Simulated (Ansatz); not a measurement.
Cost and result up the ladder for K3Sn3I9 (the lowest singlet isomer of a short search) (15 atoms). Charge 0, multiplicity 1. Geometry: r2SCAN-D4/def2-SVP.

```xyz
15

K    -0.902    0.206    3.448
K     3.402    0.374    1.015
K    -0.206    3.562   -0.118
Sn    0.853   -0.078   -2.933
Sn    0.239   -3.038    0.215
Sn   -2.943   -0.226   -0.787
I    -1.393   -2.514   -2.637
I    -3.212    1.994    1.250
I    -0.004   -0.007   -0.007
I     1.663   -2.313    2.783
I     1.458    2.631    2.759
I     2.603    2.221   -2.037
I    -1.741    1.807   -2.956
I    -2.617   -2.416    1.533
I     2.800   -2.205   -1.529
```

Ansatz on 2 threads of AMD EPYC 7R13 on a shared host and a share (18 GiB) of an NVIDIA H100 80GB HBM3. Times are rough, and most runs start from the orbitals of an earlier one. PBE0-D4/def2-TZVP serves as the yardstick here, not as an exact answer. Differences are given only for rows in sets of like size (and for xTB, whose basis is part of the method), since another set adds its own error. Binding counts from free atoms at the same level (K doublet, Sn triplet, I doublet; other spins of the atoms weren't run), without zero-point energy or a counterpoise term.

In the def2 sets I, Sn take a core potential; there is no spin–orbit coupling. Correlated methods freeze 63 core orbitals; core or outer-core shells of K, Sn, I are correlated, in sets that lack core-valence functions. The rows differ in basis, and correlated rows in double-zeta sets carry the largest basis error. Single mean-field runs in def2-TZVP are fitted with def2-universal-jkfit. Another isomer (singlet) lies 0.02 eV lower at r2SCAN-D4/def2-TZVP; other spin states weren't run for this one.

Correlated methods converge slowly with the basis, most of all in double-zeta sets.

```
                         level  functions  binding energy per atom (eV)  difference from PBE0-D4/def2-TZVP (eV)
              B97M-V/def2-TZVP        699                          2.36                                   -0.08
                  MP2/def2-SVP        384                          2.25                                       –
           r2SCAN-D4/def2-TZVP        699                          2.43                                   -0.01
              PBE0-D4/def2-SVP        384                          2.44                                       –
PBE-D4/def2-TZVP (with forces)        699                          2.49                                    0.05
               PBE-D4/def2-SVP        384                          2.50                                       –
             PBE0-D4/def2-TZVP        699                          2.44                                    0.00
```

Question: Estimate how long each takes.

Answer: PBE-D4/def2-SVP 4 s; MP2/def2-SVP 6.5 s; PBE0-D4/def2-TZVP 6.5 s; PBE-D4/def2-TZVP (with forces) 7.5 s; PBE0-D4/def2-SVP 8 s; r2SCAN-D4/def2-TZVP 8 s; B97M-V/def2-TZVP 13 s. On shared hardware such times vary by a factor of up to 3.
